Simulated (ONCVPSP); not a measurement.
## Pr (Z = 59): variants of one ONCV potential

Base potential:

```
Element                 : Pr
Generator               : ONCVPSP 4.0.1
Type                    : optimised norm-conserving Vanderbilt (ONCV)
Functional              : PBE
Relativity              : scalar-relativistic
Frozen core             : [Kr] 4d10
Valence charge          : 13
Reference configuration : 4f3 5s2 5p6 6s2
Partial waves           : 5s+6s: rc 2.80 bohr, ncon 4, nbas 8, qcut 4.7 1/bohr, 3 projectors, debl 3.9 Ha; 5p: rc 1.75 bohr, ncon 4, nbas 7, qcut 4.8 1/bohr, 2 projectors, debl 3.7 Ha; d scattering state at 0.05 Ha: rc 2.75 bohr, ncon 5, nbas 8, qcut 3.2 1/bohr, 3 projectors, debl 0.8 Ha; 4f: rc 1.55 bohr, ncon 4, nbas 9, qcut 11 1/bohr, 3 projectors, debl 2.1 Ha
Local potential         : polynomial inside 1.05 bohr (lpopt 5, dvloc0 2 Ha)
Core correction         : none
```

Cutoffs, loose and tight: the cutoffs (Ha) at which the residual kinetic energy of the hardest occupied pseudo-wave falls to 1 and 0.1 mHa per electron. They do not see the model core or the augmentation charge, which bear on the density cutoff. Test errors are all-electron minus pseudo excitation energies from the reference, over the configurations 4f3 5s2 5p6 6s1; 4f3 5s2 5p6 6s0; 4f2 5s2 5p6 6s0; 4f3 5s1 5p6 6s2. A dash means not determined; rows that change the core or the reference have their own tests.

A true bound ghost makes a file unfit for plane-wave use even where its test errors are small: the radial tests pick states by their node count and pass the ghost by.

| change | outcome | cutoff, loose | cutoff, tight | bound ghosts | GHOST(+) flags above zero | largest test error (meV) |
| --- | --- | --- | --- | --- | --- | --- |
| base | generated | 52 Ha | 132 Ha | s | p | tests left out (the all-electron energies of this program are off by 10 to 40 meV for near-neutral 4f atoms) |
| core correction Teter function fitted to the true core (icmod 2), fcfact 0.2 | generated | 52 Ha | 132 Ha | s | p | tests left out (the all-electron energies of this program are off by 10 to 40 meV for near-neutral 4f atoms) |
| s: qcut 4.3; p: qcut 4.4; d: qcut 3; f: qcut 10.2 | generated | 47 Ha | 145 Ha | s | p, d | tests left out (the all-electron energies of this program are off by 10 to 40 meV for near-neutral 4f atoms) |
| d: qcut 2.6 | generated | 52 Ha | 132 Ha | s, d | p | tests left out (the all-electron energies of this program are off by 10 to 40 meV for near-neutral 4f atoms) |
| f: nproj 0; local potential the f channel | generated | 52 Ha | 132 Ha | s | p, d | tests left out (the all-electron energies of this program are off by 10 to 40 meV for near-neutral 4f atoms) |
| s: nbas 7 | generated | 52 Ha | 132 Ha | s | p | tests left out (the all-electron energies of this program are off by 10 to 40 meV for near-neutral 4f atoms) |
| f: nproj 2 | generated | 52 Ha | 132 Ha | s | p | tests left out (the all-electron energies of this program are off by 10 to 40 meV for near-neutral 4f atoms) |
| local potential polynomial inside 1.05 bohr (lpopt 5, dvloc0 2.5 Ha) | generated | 52 Ha | 132 Ha | s | p | tests left out (the all-electron energies of this program are off by 10 to 40 meV for near-neutral 4f atoms) |
| f: qcut 6.5 | generated | 156 Ha | 263 Ha | s, f | p, f | tests left out (the all-electron energies of this program are off by 10 to 40 meV for near-neutral 4f atoms) |
| d: rc 1.88 | generated | 52 Ha | 132 Ha | s, d | p, d | tests left out (the all-electron energies of this program are off by 10 to 40 meV for near-neutral 4f atoms) |

What comes out with this change to the base: all radii scaled by about 0.91 (s 2.54, p 1.58, d 2.50, f 1.40 bohr); local potential polynomial inside 0.96 bohr (lpopt 5, dvloc0 2 Ha)?

outcome: generated; cutoff, loose: 56 Ha; cutoff, tight: 210 Ha; bound ghosts: s; GHOST(+) flags above zero: p, d; largest test error (meV): tests left out (the all-electron energies of this program are off by 10 to 40 meV for near-neutral 4f atoms).

What comes out with this change to the base: reference 4f3 5s2 5p6 6s1.5 6p0.5; wave 5p: rc 1.75 bohr, ncon 4, nbas 7, qcut 4.8 1/bohr, 2 projectors, debl 3.7 Ha becomes 5p+6p: rc 1.75 bohr, ncon 4, nbas 7, qcut 4.8 1/bohr, 2 projectors?

outcome: generated; cutoff, loose: 51 Ha; cutoff, tight: 59 Ha; bound ghosts: s; GHOST(+) flags above zero: p; largest test error (meV): tests left out (the all-electron energies of this program are off by 10 to 40 meV for near-neutral 4f atoms).

What comes out with this change to the base: f: ncon 3, nbas 8?

outcome: generated; cutoff, loose: 50 Ha; cutoff, tight: 70 Ha; bound ghosts: s; GHOST(+) flags above zero: p; largest test error (meV): tests left out (the all-electron energies of this program are off by 10 to 40 meV for near-neutral 4f atoms).
